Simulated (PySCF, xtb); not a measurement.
C3H7AlO2, SMILES C=C[CH2][Al]([OH])[OH]. The values are those of a single conformer.

Harmonic wavenumbers (cm⁻¹) from GFN2-xTB (xtb 6.7.1) at its own minimum, in rising order: 34, 64, 108, 176, 194, 232, 283, 353, 401, 418, 423, 508, 646, 665, 802, 867, 947, 962, 1010, 1022, 1092, 1173, 1295, 1406, 1445, 1691, 2943, 2956, 3037, 3094, 3122, 3784, 3792.

Question: What does B3LYP-D3(BJ)/def2-SVP (PySCF) give at its own minimum? (An estimate is asked for; the answer gives what the named calculation found.)

Answer: 32, 55, 133, 203, 225, 280, 373, 397, 407, 536, 581, 613, 658, 707, 830, 903, 938, 943, 1007, 1035, 1102, 1200, 1312, 1407, 1440, 1699, 3024, 3087, 3117, 3127, 3224, 3899, 3917. Paired by order, the mean absolute difference is 47 cm⁻¹ and the zero-point energies are 58.5 and 60.6 kcal/mol.
